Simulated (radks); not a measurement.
Values are calculated unless marked as measured or tabulated.
Ionisation of Ge, [Ar] 3d10 4s2 4p2, to Ge+, [Ar] 3d10 4s2 4p1, under several functionals. Scalar-relativistic Kohn-Sham, spin-polarised, spherical densities, point nucleus; open shells are filled with parallel spins first; a radial shooting solver on a logarithmic mesh with Libxc functionals.

[
 {"functional": "PBE", "E(Ge) (hartree)": "-2098.86063", "Exc (hartree)": "-79.53373", "IE (eV)": "7.944", "-e(HOMO) (eV)": "4.415", "<r> HOMO (bohr)": "2.851", "IE error (eV)": "+0.044"},
 {"functional": "LDA (Slater exchange, Perdew-Wang correlation)", "E(Ge) (hartree)": "-2095.92164", "Exc (hartree)": "-76.54623", "IE (eV)": "8.033", "-e(HOMO) (eV)": "4.470", "<r> HOMO (bohr)": "2.838", "IE error (eV)": "+0.134"},
 {"functional": "PW91", "E(Ge) (hartree)": "-2099.33369", "Exc (hartree)": "-80.01730", "IE (eV)": "7.997", "-e(HOMO) (eV)": "4.455", "<r> HOMO (bohr)": "2.847", "IE error (eV)": "+0.097"},
 {"functional": "XLYP", "E(Ge) (hartree)": "-2099.56504", "Exc (hartree)": "-80.24183", "IE (eV)": "7.751", "-e(HOMO) (eV)": "4.177", "<r> HOMO (bohr)": "2.864", "IE error (eV)": "-0.148"},
 {"functional": "HCTH/407", "E(Ge) (hartree)": "-2100.25421", "Exc (hartree)": "-81.07137", "IE (eV)": "8.056", "-e(HOMO) (eV)": "4.513", "<r> HOMO (bohr)": "2.785", "IE error (eV)": "+0.157"},
 {"functional": "BLYP", "E(Ge) (hartree)": "-2099.25588", "Exc (hartree)": "-79.92798", "IE (eV)": "7.731", "-e(HOMO) (eV)": "4.157", "<r> HOMO (bohr)": "2.860", "IE error (eV)": "-0.169"},
 {"functional": "exchange-only B88", "E(Ge) (hartree)": "-2097.73818", "Exc (hartree)": "-78.38188", "IE (eV)": "7.337", "-e(HOMO) (eV)": "3.879", "<r> HOMO (bohr)": "2.921", "IE error (eV)": "-0.562"}
]

NIST Atomic Spectra Database: 7.899 eV (measured). Closest: PBE. The Delta-SCF values span 0.72 eV, the total energies 4.33 hartree. The highest occupied level is 4p. Open shells are spherical and high-spin; term and fine-structure splittings are not resolved.
